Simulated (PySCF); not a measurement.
C5H7FO, SMILES C1C[C@](O1)(C=C)F.

The structure is a stationary point at PBE0-D3(BJ)/def2-SVP. The structure was generated by enumeration; whether it is a known compound was not checked. One conformer was computed; it need not be the lowest.

Vertical ionisation energy (IE) and electron affinity (EA) in eV. Rows of orbital energies are one-electron estimates. Where ΔSCF, EOM or ADC give a negative EA the extra electron is unbound and the value depends on the basis.

```
level                                           IE     EA
-------------------------------------------  -----  -----
−ε(HOMO), −ε(LUMO), ωB97X/def2-TZVP (PySCF)  10.27  -1.93
−ε(HOMO), −ε(LUMO), PBE/def2-TZVP (PySCF)     6.50   1.33
```
